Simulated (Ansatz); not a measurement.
Job for Ansatz (an electronic-structure program): R-CCSD(T)/aug-cc-pVDZ on H2Se (SMILES [SeH2]) with ghost functions, monomers drawn apart or pushed together. The run froze 14 orbitals, filled d shells among them.

Ansatz 0.2 input:
```yaml
crystal:
  periodic: [false, false, false]
  atoms:
    - {symbol: Se, position_ang: [-0.26545739, 0.03027829, 2.75756766]}
    - {symbol: H, position_ang: [-0.56609484, -1.40886363, 2.76706705]}
    - {symbol: H, position_ang: [1.17927625, -0.23242645, 2.83152387]}
basis:
  gaussian:
    orbitals: aug-cc-pVDZ
    ghost_atoms:
      - {symbol: O, position_ang: [0.76179544, 0.75362911, -0.39754174]}
      - {symbol: C, position_ang: [-0.14043988, 0.02530428, -0.41792510]}
      - {symbol: O, position_ang: [-1.04047856, -0.70477047, -0.46225447]}
magnetization: {spin_polarized: false}
correlation: {method: ccsd_t, electrons: outside_noble_gas}
scf: {lower_state_search: off}
```

Q: Give the final energy of this run.

A: -2401.1387 hartree (reference determinant -2400.9750, T1 diagnostic 0.010).

Q: How many basis functions does it have, and what does it roughly cost on one machine?

A: 123 functions; roughly 6 core-seconds.
